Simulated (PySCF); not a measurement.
Structure problem from calculated spectra and properties.

Formula: C7H13F3O.

* Couplings: largest of the computed one-bond spin–spin couplings (means over like bonds): 19F–13C -349.4 (×3), 13C–1H +143.6, 13C–1H +143.5, 13C–1H +136.2 (×3), 13C–1H +133.7, 13C–1H +133.7 (×3), 13C–1H +132.1 (×3), 13C–1H +129.0 Hz [B3LYP/pcJ-1, spin–dipole term left out for some pairs]
* Rotational structure: rotational constants A, B, C: 1.825, 0.607, 0.565 GHz [PBE0-D3(BJ)/def2-SVP]
* UV, first state: lowest singlet excitation: 7.69 eV (161 nm, f = 0.001) [TDDFT CAM-B3LYP/def2-SVPD]
* Dipole: 2.71 D [CAM-B3LYP/def2-SVPD]
* 13C NMR: chemical shifts (computed TMS as zero) by class: 131.4 (1 C), 80.0 (1 C), 72.8 (1 C), 29.6 (1 C), 20.4 (1 C), 17.0 (1 C), 12.0 (1 C) ppm [GIAO PBE0/pcSseg-1]
* 1H NMR: chemical shifts (computed TMS as zero) by class: 3.20 (1 H), 3.17 (1 H), 1.55 (1 H), 1.23 (3 H), 1.18 (3 H), 0.96 (1 H), 0.84 (3 H) ppm [GIAO PBE0/pcSseg-1]
* NMR, other nuclei: isotropic shieldings of nuclei other than C and H, by class: 259 (1 O), 274 (3 F) ppm [GIAO PBE0/pcSseg-1]
* Triplet: lowest triplet excitation (Tamm–Dancoff): 7.59 eV [TDA CAM-B3LYP/def2-SVPD]

Gas-phase values; electronic properties from PySCF, density fitting. Levels stand in brackets. NMR shifts are as computed; neighbouring signals can stand in another order in a measured spectrum. Isolated species at its PBE0-D3(BJ)/def2-SVP geometry (one conformer only). Each NMR value is the plain mean over a class of atoms that symmetry, rotation or inversion makes alike.

Question: What is the compound? Reason from the data.

Answer: Numbering: `[CH3:1][CH2:2][C@@H:3]([CH3:4])[O:5][C@H:6]([CH3:7])[C:8]([F:9])([F:10])[F:11]`. Its formula, C7H13F3O, gives 0 degrees of unsaturation, so no ring and no π bond. 7 carbons fall into 7 classes; from least to most shielded: CF3 carbon [C8] (131.4 ppm), sp3 carbon bound to oxygen [C3] (80.0 ppm), sp3 carbon bound to oxygen [C6] (72.8 ppm), chain CH2 carbon [C2] (29.6 ppm), methyl carbon [C4] (20.4 ppm), methyl carbon [C7] (17.0 ppm), methyl carbon [C1] (12.0 ppm). Hydrogen classes from least to most shielded: 1 H on an sp3 carbon bound to oxygen, C3 (3.20 ppm), 1 H on an sp3 carbon bound to oxygen, C6 (3.17 ppm), 1 H on a chain CH2 carbon, C2 (1.55 ppm), 3 H on a methyl carbon, C7 (1.23 ppm), 3 H on a methyl carbon, C4 (1.18 ppm, a mean of values up to 0.6 ppm apart in this geometry), 1 H on a chain CH2 carbon, C2 (0.96 ppm), 3 H on a methyl carbon, C1 (0.84 ppm, a mean of values up to 0.5 ppm apart in this geometry). The other shieldings belong to: 259 ppm, ether oxygen [O5]; 274 ppm, fluorine of a CF3 group [F9/F10/F11]. The couplings run between: -349.4 Hz, fluorine of a CF3 group [F9] and CF3 carbon [C8] (with 2 like pairs); +143.6 Hz, sp3 carbon bound to oxygen [C3] and its hydrogen; +143.5 Hz, sp3 carbon bound to oxygen [C6] and its hydrogen; +136.2 Hz, methyl carbon [C7] and its hydrogen (with 2 like pairs); +133.7 Hz, chain CH2 carbon [C2] and its hydrogen; +133.7 Hz, methyl carbon [C4] and its hydrogen (with 2 like pairs); +132.1 Hz, methyl carbon [C1] and its hydrogen (with 2 like pairs); +129.0 Hz, chain CH2 carbon [C2] and its hydrogen. The optimised geometry has point group C1 and is an asymmetric top. Structure: `CC[C@@H](C)O[C@H](C)C(F)(F)F`. Computed isomers that give other values at the same levels: `CC(C)O[C@](C)(CF)C(F)F` (rotational constant A: 1.396 GHz; this holds for the one conformer computed). The assignments are read from this structure; whether some other isomer fits the data as well wasn't checked. The mirror image fits equally.

Conformer computed: `[CH3:1][CH2:2][C@@H:3]([CH3:4])[O:5][C@H:6]([CH3:7])[C:8]([F:9])([F:10])[F:11]`: C1–C2–C3–C4 65°, C2–C3–O5–C6 83°, C3–O5–C6–C7 -142°, O5–C6–C8–F9 -175°.

One-bond C–F couplings are unscaled; at this level they come out some 30 % too large in size.
